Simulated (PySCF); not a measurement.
Br₂Mg, charge -1, multiplicity 2. Atoms are numbered in the order given.

```xyz
3

Mg     0.0000     0.0000    -1.0970
Br     0.0000     2.1868     0.1881
Br     0.0000    -2.1868     0.1881
```
Charge -1, spin multiplicity 2.

The structure is a stationary point at B3LYP-D3(BJ)/def2-SVPD.

These are PBE/def2-TZVPD (PySCF) values and carry that method's errors.

 A positive occupied level means that this level leaves the electron formally unbound; only the finite basis holds it.

| Property | Result |
|---|---|
| total energy | -5347.69074 hartree |
| point group | C2v |
| α spin, highest occupied and lowest empty level | 0.29 and 2.33 eV |
| β spin, highest occupied and lowest empty level | -2.24 and 1.41 eV |
| dipole moment about the centre of nuclear charge | 1.01 D |
| mean static polarisability | 146.6 bohr³ (21.72 Å³) |
| polarisability, principal values | 127.9, 150.9, 160.9 bohr³ |
| ⟨S²⟩ | 0.751 (pure state 0.75) |
